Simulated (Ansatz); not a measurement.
Molecule: WCl4, net charge 0, triplet state. The spin state was set by rule; other spins were not relaxed. SMILES: [W]([Cl])([Cl])([Cl])[Cl]
Structure (B3LYP-D3(BJ)/def2-TZVP (Ansatz, a program for electronic structure) minimum search):
```xyz
5

W      0.0000     0.0000     0.0000
Cl     1.7889    -0.5994    -1.2524
Cl     0.6760     0.4546     2.1128
Cl    -0.9659     1.8416    -0.8962
Cl    -1.4990    -1.6969     0.0358
```
Charge 0, spin multiplicity 3.

Computed values are from Ansatz. Valence correlation only, unless marked. UHF or UKS for open shells. No spin-orbit coupling. The frozen core is the preceding noble-gas configuration, with the filled d and f shells of earlier blocks. In def2 rows, elements after Kr have scalar-relativistic effective core potentials. Basis-set limits of correlation are two-point, X^-3; Hartree-Fock from the larger set. The bracket is a focal-point correction in the basis named.

Question: What is the dipole moment at CCSD(T)/def2-SVPD?

Answer: 0.00 D.

Question: What is the atomisation energy De at RI-MP2/CBS(def2-TZVPP,def2-QZVPP)+[CCSD(T)-MP2]/def2-TZVPP?

Answer: 1655.7 kJ/mol.

Question: What is the T1 diagnostic at CCSD/def2-TZVPP?

Answer: 0.022.

Question: What is the total energy at RI-MP2/CBS(def2-TZVPP,def2-QZVPP)+[CCSD(T)-MP2]/def2-TZVPP?

Answer: -1905.9039 Eh.
